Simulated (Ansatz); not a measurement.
Correlation energies of Br2HIn, SMILES `[Br][InH][Br]` by basis set

```csv
atom,x (Å),y (Å),z (Å)
Br1,-2.309,0.258,-0.091
In2,0.093,-0.232,0.026
Br3,1.495,1.775,-0.136
H4,0.721,-1.800,0.202
```

Total charge 0; spin multiplicity 1. Correlated methods include outer-core shells of Br, In, which these sets cover unevenly. Scalar relativity is left out up to krypton. In: def2 effective core potential. The geometry is a stationary point of PBE0-D4/def2-TZVP. Frozen core, restricted reference, Ansatz 0.2.0.

```tsv
basis	HF (Eh)	MP2 corr.	CCSD corr.	(T)	CCSD(T) total
def2-SVP	?	?	?	-0.01268	?
def2-TZVPP	-5334.74412	?	-0.83071	-0.02711	?
def2-QZVPP	-5334.84412	-1.64864	–	–	–
```

Question: Fill in the withheld values. (Best estimate.)

Answer: Computed: def2-SVP HF (Eh): -5334.10310; def2-SVP MP2 corr.: -0.53990; def2-SVP CCSD corr.: -0.55211; def2-SVP CCSD(T) total: -5334.66789; def2-TZVPP MP2 corr.: -0.82291; def2-TZVPP CCSD(T) total: -5335.60194.
